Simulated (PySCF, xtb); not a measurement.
Si(F)(OH)(SeH)2 (FH₃OSe₂Si), SMILES O[Si](F)([SeH])[SeH]. One conformer was computed; it need not be the lowest.

Harmonic wavenumbers (cm⁻¹) from GFN2-xTB (xtb 6.7.1) at its own minimum, in rising order: 73, 104, 114, 140, 156, 191, 198, 276, 334, 441, 623, 638, 778, 827, 931, 2078, 2103, 3623.

**Question.** What does ωB97X-D3(BJ)/def2-SVP run with PySCF 2.14.0 give at its own minimum? (Estimate from the structure and the level; the computed values follow.)

**Answer.** 86, 136, 174, 210, 224, 238, 252, 307, 405, 523, 676, 685, 811, 897, 962, 2498, 2502, 3910. Paired by order, the mean absolute difference is 104 cm⁻¹ and the zero-point energies are 19.5 and 22.2 kcal/mol.
